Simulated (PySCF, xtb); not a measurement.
Bi(OH)(TeH)2 (BiH₃OTe₂), SMILES [OH][Bi]([TeH])[TeH]. One conformer was computed; it need not be the lowest.

Harmonic wavenumbers (cm⁻¹) from GFN2-xTB (xtb) at its own minimum, in rising order: 32, 49, 99, 110, 124, 140, 201, 209, 444, 545, 561, 850, 1855, 1943, 3693.

What does PySCF with PBE0-D3(BJ)/def2-SVP give at its own minimum? (The exact figures need the calculation; the answer reports its results.)

49, 85, 112, 128, 159, 162, 175, 261, 509, 526, 557, 845, 2127, 2138, 3858. Paired by order, the mean absolute difference is 63 cm⁻¹ and the zero-point energies are 15.5 and 16.7 kcal/mol.
